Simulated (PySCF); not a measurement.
AsF₃, SMILES F[As](F)F.

Coordinates come from a PBE-D3(BJ)/def2-SVP optimisation.

All values below come from PySCF with PBE-D3(BJ)/def2-SVP.

Frequencies are harmonic and unscaled.

Modes within 1.5 cm⁻¹ of each other (mostly degenerate sets) share a row, with their intensities summed.

Computed vibrational spectrum:
```
mode  ν (cm⁻¹)  IR (km/mol)  moving atoms (share of kinetic energy)
----  --------  -----------  --------------------------------------
1–2        236          8.5                          F 92 %, As 8 %
3          305         19.7                         F 76 %, As 24 %
4–5        681        184.9                         F 77 %, As 23 %
6          700         55.2                         F 81 %, As 19 %
```
